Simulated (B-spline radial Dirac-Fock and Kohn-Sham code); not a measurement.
## Levels of muonic ¹¹⁰Sn

Nucleus: ¹¹⁰Sn, Fermi distribution (skin thickness 2.3 fm), rms radius 4.5785 fm (measured, Angeli and Marinova 2013).

Input file task.json (cfg lists n, l and occupation; rrms is the nuclear radius in fm):

```json
{"items": [{
  "Z": 50,
  "q": 0,
  "cfg": [[1, 0, 2], [2, 0, 2], [2, 1, 6], [3, 0, 2], [3, 1, 6], [3, 2, 10], [4, 0, 2], [4, 1, 6], [4, 2, 10], [5, 0, 2], [5, 1, 2]],
  "A": 110,
  "rrms": 4.5785,
  "do": "muonic",
  "nuclei": [[110, 109.907845, 4.5785, "measured", "fermi"]]
}]}
```

Run with: `python xray2_run.py task.json out`

Level of theory: the Dirac equation of a negative muon with reduced mass in the field of a spherical finite nucleus, with the Uehling potential to all orders; nuclear polarisation, deformation, hyperfine structure, self-energy, higher-order vacuum polarisation, relativistic recoil and electron screening are left out; an atomic code on a B-spline grid.

| level | binding (keV) | point nucleus, no QED (keV) | vacuum polarisation (keV) | ⟨r⟩ (fm) |
| --- | --- | --- | --- | --- |
| 1s1/2 | 5253 | 7277 | 36.186 | 10.2 |
| 2s1/2 | 1539 | 1835 | 7.809 | 34.9 |
| 2p1/2 | 1815 | 1835 | 10.476 | 24.6 |
| 2p3/2 | 1769 | 1771 | 9.744 | 25.4 |
| 3s1/2 | 717.6 | 808.4 | 2.677 | 75.1 |
| 3p1/2 | 801.1 | 808.4 | 3.276 | 62.2 |
| 3p3/2 | 788.2 | 789.5 | 3.099 | 63.3 |
| 3d3/2 | 792.1 | 789.5 | 2.683 | 52.7 |
| 3d5/2 | 786.1 | 783.6 | 2.608 | 53.3 |
| 4d3/2 | 444.8 | 443.8 | 1.106 | 105.9 |
| 4d5/2 | 442.3 | 441.3 | 1.077 | 106.6 |
| 4f5/2 | 442.2 | 441.3 | 0.889 | 91.3 |
| 4f7/2 | 440.9 | 440.0 | 0.878 | 91.7 |
| 5f5/2 | 282.8 | 282.4 | 0.427 | 160.0 |
| 5f7/2 | 282.2 | 281.8 | 0.422 | 160.5 |
| 5g7/2 | 282.1 | 281.8 | 0.337 | 140.1 |
| 5g9/2 | 281.7 | 281.4 | 0.334 | 140.4 |
| 6g7/2 | 195.9 | 195.7 | 0.179 | 224.3 |
| 6g9/2 | 195.7 | 195.5 | 0.178 | 224.6 |
| 6h9/2 | 195.6 | 195.5 | 0.136 | 199.1 |
| 6h11/2 | 195.5 | 195.3 | 0.136 | 199.3 |

**Question.** By how much does the finite nuclear size lower the 1s binding energy?

**Answer.** By 2060 keV, 28.31 % of the point-nucleus value (point value plus vacuum polarisation less the binding energy). The 1s orbit has ⟨r⟩ = 10.2 fm.

Values without a named source are computed, but for edge energies of neutral atoms, which are taken from tables.
